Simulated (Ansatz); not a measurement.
F2Ge2H+: where a starting geometry ends

The starting geometry of this gas-phase singlet was optimised with GFN2-xTB.

```yaml
atoms:
  - { symbol: F, position_ang: [-1.3520, -1.9307, 0.0920] }
  - { symbol: F, position_ang: [-0.4704, 0.6485, 0.2098] }
  - { symbol: Ge, position_ang: [-2.2731, -0.4751, 0.2663] }
  - { symbol: Ge, position_ang: [1.4752, 1.4451, 0.1185] }
  - { symbol: H, position_ang: [1.1967, 1.5850, -1.4668] }
```

Question: Predict what becomes of its bonds when it is optimised with BLYP-D3(BJ)/def2-SVP.

Answer: A new bond forms, giving a structure given below by its coordinates. Contacts that close: F2–Ge3 (2.12 → 1.86 Å).

The energy falls by 0.35 eV over 19 steps:

```tsv
step	E − E(last) (eV)
1	0.347
3	0.184
5	0.181
7	0.174
9	0.164
11	0.151
13	0.090
15	0.037
17	0.000
19	0.000
```

Final geometry (Å):

```xyz
5

F    -0.3511   -1.0926   -0.2033
F    -0.9837    1.1536    0.5681
Ge   -2.0064   -0.3665    0.2403
Ge    1.1306    0.5766    0.0674
H     0.7871    1.0018   -1.4525
```

Frequencies at the end are all real (lowest 99 cm⁻¹). Run with Ansatz 0.2.0, 21 s on 2 threads of Intel(R) Xeon(R) Platinum 8259CL CPU @ 2.50GHz (Skylake/Cascade Lake), on a shared host.
